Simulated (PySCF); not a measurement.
Calculation: PBE-D3(BJ)/def2-TZVP // B3LYP-D3(BJ)/def2-TZVP in PySCF. All species are isolated molecules in the gas phase. 

Reference species (SMILES): `B=C=C` (neutral, multiplicity 1).

```yaml
HOMO: -5.26 eV
HOMO–LUMO gap: 1.67 eV
dipole_moment: 0.78 D
LUMO: -3.59 eV
```

Changed species: `BC#C`.

Question: Give the shifts of the HOMO, HOMO–LUMO gap, dipole moment and LUMO.

Answer: the HOMO decreases by 1.62 eV, to -6.88 eV; the HOMO–LUMO gap goes up by 1.84 eV, to 3.51 eV; the dipole moment goes up by 0.29 D, to 1.07 D; the LUMO increases by 0.22 eV, to -3.37 eV.
